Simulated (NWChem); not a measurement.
Molecule: CH6BNO; SMILES CNBO

```xyz
10

B     -0.6334     0.8139     0.0000
H     -1.7020     1.3817     0.0000
N     -0.6217    -0.5962     0.0000
C      0.5076    -1.4858     0.0000
H     -1.5205    -1.0609     0.0000
H      0.5334    -2.1377    -0.8911
H      0.5334    -2.1377     0.8911
H      1.4498    -0.9159     0.0000
O      0.4837     1.5982     0.0000
H      1.3088     1.1036     0.0000
```
Atoms are numbered in this order, from 1.

Program: NWChem. All runs use the structure optimised with PBE0/def2-SVP. Total energies compare along this basis series because the functional is fixed.

```
level                     basis functions  energy (Ha)  highest occupied level (eV)  orbital gap (eV)  dipole (D)
------------------------  ---------------  -----------  ---------------------------  ----------------  ----------
Hartree-Fock/pcseg-1                   86    -195.3910                       -10.73             14.68        3.08
Hartree-Fock/aug-pcseg-1              146    -195.4034                       -10.69             11.40        2.85
Hartree-Fock/pcseg-2                  204    -195.5158                       -10.72             13.15        2.90
Hartree-Fock/STO-3G                    26    -192.9345                        -8.50             18.67        2.40
Hartree-Fock/def2-SVP                  86    -195.2975                       -10.66             15.12        3.01
```
